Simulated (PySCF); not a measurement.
**Correlation energy of Mn (manganese, neutral)**

[Ar] 3d5 4s2, high-spin 6S determinant. Calculation: PySCF 2.14, in def2-TZVPPD (6s6p4d2f1g, 67 functions); no relativity, point nucleus. Frozen: [Ar]; 7 electrons correlated.

MP2 pair energies summed by pair of shells (mhartree):

```json
{"pair": "3d-3d", "energy": "-70.59", "share (%)": "60.5"}
{"pair": "3d-4s", "energy": "-25.12", "share (%)": "21.5"}
{"pair": "4s-4s", "energy": "-20.91", "share (%)": "17.9"}
```

Total MP2 correlation energy: -116.61 mhartree.

Same-spin part -82.21 and opposite-spin part -34.41 mhartree; SCS-MP2 scales them by 1/3 and 6/5 to -68.69 mhartree.
